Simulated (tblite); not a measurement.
**Question.** What does the GFN2-xTB structure of InChI=1S/C4H3FNOS/c5-3-7-4-6-1-2-8-4/h2H,3H2 look like in three dimensions? (Doublet state.)

**Answer.** 
Z-matrix in Å and degrees, rows numbered from 1:
```
F 
C   1  1.3617
O   2  1.3885  1  110.28
C   3  1.3397  2  116.62  1   -79.85
N   4  1.2893  3  126.57  2    -7.39
C   5  1.3274  4  110.10  3  -178.21
C   6  1.3226  5  120.33  4     0.12
S   4  1.7504  3  118.19  2   174.66
H   2  1.0954  1  107.61  3   116.46
H   2  1.0984  1  107.01  3  -121.99
H   7  1.0672  6  132.83  5   179.88
```

C7 (carbon bonded to C, S and H) is planar (angles 132.8°, 120.1° and 107.1°, sum 360.0°, 0.00 Å off the plane of its three neighbours). C4 (carbon bonded to N, O and S) is planar (angles 126.6°, 118.2° and 115.2°, sum 360.0°, 0.01 Å off the plane of its three neighbours). The 2 C–N bonds span 1.289 Å (C4–N5, aromatic) to 1.327 Å (N5–C6, aromatic), a spread of 0.038 Å. Of the pairs four or more bonds apart, N5···H10 is among the closest relative to their van der Waals radii: 2.45 Å, 89 % of the sum of Bondi's values.

The geometry is computed with GFN2-xTB (gas phase). This method treats the open shell by occupation alone, without spin polarisation.

Point group: C1 (no symmetry element, even within 0.4 Å). Its GFN2-xTB frequencies are all real (lowest 56 cm⁻¹). Torsions: F1–C2–O3–C4 -80°, C2–O3–C4–N5 -7°.

Time: 0.22 s of wall time. Hardware: one thread of an Arm Neoverse V2, shared host with 96 logical CPUs at a one-minute load of 72. That covers the optimisation of the geometry.

One conformer stands for the species.
